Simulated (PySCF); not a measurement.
C2H3BClF, singlet, at a GFN2-xTB geometry. Base run: CCSD(T)/def2-SVP (PySCF).

Input for PySCF:
```python
from pyscf import gto, scf, cc

mol = gto.Mole()
mol.atom = '''
    B    -0.165876   -0.347618    0.359988
    F    -0.548967   -1.053101    1.415669
    Cl    0.323680    1.268859    0.658223
    C    -0.176201   -0.991657   -1.051694
    C     0.189491   -0.365872   -2.169237
    H    -0.505323   -2.021614   -1.121370
    H     0.168943   -0.846837   -3.133631
    H     0.524178    0.659025   -2.150175
'''
mol.basis = 'def2-svp'
mol.charge = 0
mol.spin = 0
mol.verbose = 4
mol.max_memory = 1800
mol.build()

mf = scf.RHF(mol)
mf.kernel()

mycc = cc.CCSD(mf, frozen=9)
mycc.kernel()
et = mycc.ccsd_t()
print('E(CCSD(T)) = %.10f' % (mycc.e_tot + et))
```

The base run was repeated with changes; each row names its change, and settings that it needs were set with it.

```tsv
change	ΔE vs base (mEh)	MP2 correlation (Eh)	CC correlation without the perturbative part (Eh)	basis functions	core-seconds (rough)
base	0.000	-0.65712	-0.69696	89	20
method = ccsd	19.721	-0.65712	-0.69696	89	10
method = cisd	125.0	-	-	89	10
method = mp2	59.565	-0.65712	-	89	2
```
